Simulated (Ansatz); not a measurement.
Relaxation of BFH$_{5}$NO (9 atoms, charge 0, multiplicity 1), to a largest force component of 0.03 eV/Å in at most 50 steps.

Method: Ansatz, RKS BHLYP-D4/def2-SVP.

```xyz
9
Properties=species:S:1:pos:R:3
B -0.180 0.464 -0.361
F -0.250 -0.057 2.116
H 0.813 -0.204 -0.402
N -1.385 -0.012 -0.879
H -1.486 -0.951 -1.215
H -2.242 0.512 -0.882
O -0.029 1.765 0.103
H -0.835 2.273 0.060
H 0.178 0.750 2.045
```

Task: Where does it end, and by what steps?

Result: The forces met the threshold. The force dipped under the threshold on the way, but the program's further checks kept it going. After 30 steps the energy has fallen by 0.206 eV; F2 moved furthest, 1.48 Å.

```csv
step,energy less start (eV),largest force component (eV/Å),accepted
0,0.0000,0.675,yes
2,-0.1230,1.537,yes
4,-0.1875,0.171,yes
6,-0.1916,0.109,yes
8,-0.1954,0.027,yes
10,-0.1970,0.037,yes
12,-0.1955,0.548,no
14,-0.1984,0.281,no
16,-0.1999,0.102,yes
18,-0.2007,0.351,no
20,-0.2025,0.092,yes
22,-0.1966,0.608,no
24,-0.2040,0.101,yes
26,-0.2049,0.148,yes
28,-0.2040,0.364,no
30,-0.2060,0.024,yes
```

```xyz
9
Properties=species:S:1:pos:R:3
B -0.470 0.195 -0.292
F 0.824 0.720 2.770
H 0.375 -0.633 -0.125
N -1.390 0.070 -1.330
H -1.368 -0.714 -1.956
H -2.127 0.723 -1.530
O -0.473 1.256 0.580
H -1.154 1.912 0.450
H 0.366 1.011 2.018
```

Whether the end is a true minimum wasn't checked by a vibrational analysis.

Run time: 49 s on 1 thread of Intel(R) Xeon(R) 6975P-C (Granite Rapids) (shared host), peak memory 0.16 GiB.
